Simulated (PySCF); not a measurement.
Q: Write a Z-matrix for InChI=1S/C2H12O2SSi3/c1-3-8(5-2)7-4-6/h8H,7H2,1-2,6H3/t8-/m1/s1 as optimised with PBE0-D3(BJ)/def2-SVP.

A: 
Z-matrix in Å and degrees, rows numbered from 1:
```
C 
O   1  1.4058
Si  2  1.6612  1  123.77
Si  3  2.3352  2  108.22  1  -178.49
O   4  1.6717  3  104.05  2   169.68
Si  5  1.6588  4  144.23  3  -164.28
S   3  2.1516  2  109.37  1   -61.49
C   7  1.8245  3   97.86  2   161.03
H   1  1.1039  2  111.70  3    56.45
H   1  1.1000  2  108.55  3   176.05
H   1  1.1051  2  111.58  3   -64.75
H   3  1.5031  2  111.64  1    56.66
H   4  1.4974  3  114.70  2   -70.80
H   4  1.4965  3  110.30  2    51.69
H   6  1.4941  5  110.55  4    48.51
H   6  1.4909  5  107.71  4   168.27
H   6  1.4939  5  110.49  4   -72.25
H   8  1.0986  7  110.88  3    56.46
H   8  1.0981  7  106.68  3   174.85
H   8  1.0993  7  111.29  3   -66.34
```

Si4 (oxygen-bound silicon) is distorted tetrahedral (angles from 104.0° to 114.7°). Si6 (oxygen-bound silicon) is tetrahedral (angles from 107.7° to 110.5°). Si3 (oxygen-bound silicon) is tetrahedral (angles from 106.9° to 112.9°). O2 (silyl ether oxygen) is bent (angle 123.8°).

Theory: PBE0-D3(BJ)/def2-SVP geometry optimisation, gas phase (PySCF).

Point group: C1 (no symmetry element, even within 0.4 Å). Whether it is a minimum is left open (no frequencies). The numbers are those of one conformer (C1–O2–Si3–Si4 -178°, O2–Si3–Si4–O5 170°, Si3–Si4–O5–Si6 -164°, O2–Si3–S7–C8 161°).
